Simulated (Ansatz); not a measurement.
The cluster Sn3Pt2⁺, relaxed as a doublet with UKS B3LYP-D4/def2-SVP in Ansatz, starting from the GFN1-xTB geometry. Force threshold 0.02 eV/Å.

In the def2 sets Pt, Sn take a core potential; there is no spin–orbit coupling. The relaxation made no stability test and no search for a lower SCF solution. No other spin state of charge 1 was run. The structure comes from a short search, and lower isomers may exist.

Start:

Cartesian coordinates in Å:
```
Pt -0.7739 -0.2254 1.0754
Pt 1.2488 -1.3811 0.3333
Sn 0.0024 0.9530 -1.2799
Sn -2.4327 -0.4054 -0.8887
Sn 1.9554 1.0590 0.7599
```

```csv
step,energy (eV),largest force component (eV/Å),SCF passes
1,-23995.2910,1.893,31
2,-23995.5288,0.682,41
3,-23995.6698,0.265,38
4,-23995.7595,0.461,43
5,-23995.8248,0.443,44
6,-23995.8686,0.226,43
7,-23995.8795,0.143,36
8,-23995.8839,0.096,37
9,-23995.8909,0.083,35
10,-23995.8928,0.043,38
11,-23995.8931,0.014,33
```

Force components are those of the run's own axes.

End:

```csv
atom,x (Å),y (Å),z (Å)
Pt1,-0.741,0.089,1.478
Pt2,0.749,-1.392,-0.193
Sn3,0.300,0.914,-1.547
Sn4,-2.000,-0.678,-0.742
Sn5,1.692,1.067,1.004
```

Bonds formed: Pt2–Sn4 (atoms count from 1). Metal–metal contacts that move far: Pt1–Sn3 2.75 to 3.30 Å. The end is the same structure that another start reached, the lowest one found.

No frequencies were taken in this run, so the end may be a saddle point.

It took 92 s on 4 threads of Arm Neoverse V1 on a shared host, peak host memory 0.71 GiB.
